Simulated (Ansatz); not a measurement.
All numbers were calculated with Ansatz.

A structure relaxed at PBE0-D4/def2-TZVP, charge 0, multiplicity 1:

Cartesian coordinates in Å:
```
F 0.6362 0.8815 0.4573
Al 1.1332 -0.8189 0.0019
F -0.6360 -0.8812 -0.4582
Al -1.1332 0.8189 -0.0020
H 2.0155 -0.7802 -1.2988
H 1.3693 -1.6661 1.3051
H -2.0146 0.7793 1.2993
H -1.3704 1.6667 -1.3046
```

Problem. Give its formula and SMILES.

Solution. Al2F2H4, `[F+]1[AlH2-][F+][AlH2-]1`.

Problem. Point group (tolerance 0.08 Å, 0.16 Å for H)?

Solution. D2h.

Problem. Summarise the bond lengths by kind.

Solution. 4 × Al–F 1.829 Å; 4 × Al–H 1.572 Å.
